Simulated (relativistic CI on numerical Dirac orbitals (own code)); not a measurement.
Computed by Dirac-Coulomb-Breit CI, KLI orbitals optimised for each configuration, model QED, unscaled Slater integrals (own radial code, finite nucleus).

Configuration list (outside the closed core [Ar] 3d10): 4s2.4p6.4d4, 4s2.4p5.4d5, 4s2.4p6.4d3.4f, 4s.4p6.4d5, 4s2.4p5.4d4.4f, 4s.4p6.4d4.4f, 4s2.4p6.4d3.5s, 4s2.4p6.4d3.5p, 4s2.4p6.4d2.4f.5s, 4s2.4p6.4d3.5d, 4s2.4p5.4d4.5s, 4s2.4p6.4d2.5s.5p, 4s2.4p6.4d3.5f, 4s2.4p6.4d3.6s, 4s2.4p6.4d3.6p, 4p6.4d5.4f, 4s.4p6.4d3.4f.5s, 4s2.4p6.4d3.6f, 4s2.4p6.4d3.7p, 4p6.4d6, 4p5.4d7, 4p5.4d6.4f, 4s2.4p6.4d2.5s2, 4s2.4p6.4d.4f.5s2, 4s2.4p5.4d2.4f.5s2, 4s.4p6.4d2.4f.5s2. Double excitations out of closed p, d and f shells are left out; levels of such configurations are missing from the list, as are those of other unlisted configurations, and high levels can miss mixing partners. These lack a partner that the ground configuration has and come out too high: 4s2.4p5.4d4.5s.

At this charge energies of transitions that change n are usually good to better than 1 %, and those within a shell (Δn = 0) to a few per cent. Terms inside the open d or f shell come out 10 to 20 % too wide with unscaled integrals.

Outline of the computed level scheme of Eu XXIV. Lowest level of each configuration: 4s2.4p6.4d4 5D_0 at 0.000 eV; 4s2.4p5.4d5 7P°_4 at 119.513 eV.

Some strong electric-dipole decays among the lowest 45 levels: 4s2.4p5.4d5 5F°_1 → 4s2.4p6.4d4 5D_0 (4.2e+10 s⁻¹); 4s2.4p5.4d5 5F°_1 → 4s2.4p6.4d4 5D_1 (6.8e+09 s⁻¹); 4s2.4p5.4d5 5G°_2 → 4s2.4p6.4d4 5D_1 (6.5e+09 s⁻¹); 4s2.4p5.4d5 5D°_3 → 4s2.4p6.4d4 5D_2 (5.3e+09 s⁻¹).

LS names give the leading component of a level, which can be under half, so a name can repeat, a term be missing and a line seem to break the LS rules.
